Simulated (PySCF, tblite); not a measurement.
Isomers of C5H11FN2Si, one GFN2-xTB conformer each. Single-point energies are computed at PBE0/pcSseg-1 (PySCF, gas phase, no added dispersion term), electronic only.

```csv
SMILES,GFN2-xTB relative energy (kcal/mol)
C=C[Si@@H]1NC[C@@H](CF)N1,15.2
C/N=C/[C@@H]1C[Si@@H](CF)N1,36.2
C[C@]1(/C=C\F)CN[SiH2]N1,0.0
```

Conformers: `[CH2:1]=[CH:2][Si@@H:3]1[NH:4][CH2:5][C@@H:6]([CH2:7][F:8])[NH:9]1` with C1–C2–Si3–N4 -144°, C5–C6–C7–F8 -169°, C2–Si3–N4–C5 -140°, Si3–N4–C5–C6 34°, N4–C5–C6–C7 -155°, C5–C6–N9–Si3 22°; `[CH3:1]/[N:2]=[CH:3]/[C@@H:4]1[CH2:5][Si@@H:6]([CH2:7][F:8])[NH:9]1` with N2–C3–C4–C5 104°, C5–Si6–C7–F8 -103°, C3–C4–C5–Si6 -105°, C4–C5–Si6–C7 -118°, C5–Si6–N9–C4 13°, C3–C4–N9–Si6 101°; `[CH3:1][C@:2]1(/[CH:3]=[CH:4]\[F:5])[CH2:6][NH:7][SiH2:8][NH:9]1` with C1–C2–C3–C4 -67°, C1–C2–C6–N7 -84°, C2–C6–N7–Si8 -31°, C6–N7–Si8–N9 13°, N7–Si8–N9–C2 10°.

What does PBE0/pcSseg-1 give for the same structures?

```tsv
SMILES	PBE0/pcSseg-1 E (Eh)	PBE0/pcSseg-1 (kcal/mol)	GFN2-xTB (kcal/mol)	point group
C=C[Si@@H]1NC[C@@H](CF)N1	-695.37113	0.0	15.2	C1
C[C@]1(/C=C\F)CN[SiH2]N1	-695.35948	7.3	0.0	C1
C/N=C/[C@@H]1C[Si@@H](CF)N1	-695.32469	29.1	36.2	C1
```

GFN2-xTB puts C[C@]1(/C=C\F)CN[SiH2]N1 lowest instead; measured from each level's own lowest isomer, the values differ by up to 15.2 kcal/mol (C=C[Si@@H]1NC[C@@H](CF)N1: 15.2 against 0.0). As drawn, the lowest has a C=C bond outside aromatic rings, which the highest lacks; the highest has a four-membered ring and a C=N bond, which the lowest lacks.

Which frontier levels, dipoles and rotational constants go with these structures?

| SMILES | HOMO (eV, PBE0/pcSseg-1) | LUMO (eV) | dipole (D) | A, B, C (MHz) |
| --- | --- | --- | --- | --- |
| C=C[Si@@H]1NC[C@@H](CF)N1 | -6.57 | -0.46 | 1.82 | 2958, 717.5, 616.9 |
| C[C@]1(/C=C\F)CN[SiH2]N1 | -6.56 | 0.45 | 0.93 | 3006, 865.2, 814.0 |
| C/N=C/[C@@H]1C[Si@@H](CF)N1 | -6.87 | -0.09 | 2.76 | 3432, 614.9, 582.6 |

What happens when harmonic zero-point energies from GFN2-xTB frequencies are added?

```tsv
SMILES	ZPE (kcal/mol)	electronic (kcal/mol)	with ZPE (kcal/mol)
C=C[Si@@H]1NC[C@@H](CF)N1	98.5	0.0	0.0
C[C@]1(/C=C\F)CN[SiH2]N1	97.5	7.3	6.2
C/N=C/[C@@H]1C[Si@@H](CF)N1	97.5	29.1	28.1
```

The zero-point energies span 1.0 kcal/mol. The order is unchanged.
